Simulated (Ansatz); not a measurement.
System: SiH, charge 1, multiplicity 1. 
Geometry from a B3LYP-D3(BJ)/def2-TZVP (Ansatz, a program for electronic structure) optimisation:
```
Si
H 1 1.5149
```
Charge +1, spin multiplicity 1.

Total electronic energies in hartree. Cores are frozen in the correlated levels unless marked. No spin-orbit coupling. No relativistic terms. Basis-set limits of correlation are two-point, X^-3; Hartree-Fock from the larger set (for Q and 5 zeta extrapolated as (X+1)exp(-9√X)).

The Hartree-Fock reference is unstable (checked in the largest basis), which strains HF and MP2. 

```csv
level,program,energy (Eh)
HF/cc-pV(5+d)Z,Ansatz,-289.16769
PBE0/6-31G*,Ansatz,-289.54440
B2GP-PLYP/def2-TZVPD,Ansatz,-289.53519
MP2/aug-cc-pV(D+d)Z,Ansatz,-289.21723
MP2/def2-TZVPPD,Ansatz,-289.22959
MP2/aug-cc-pV(Q+d)Z,Ansatz,-289.24190
RI-MP2/aug-cc-pV(Q+d)Z,Ansatz,-289.24187
CCSD(T)/def2-SVPD,Ansatz,-289.14579
"CCSD(T)/CBS(cc-pV(Q+d)Z,cc-pV(5+d)Z)",Ansatz,-289.2667
```

Totals of different functionals don't rank their quality; only differences between species are comparable.
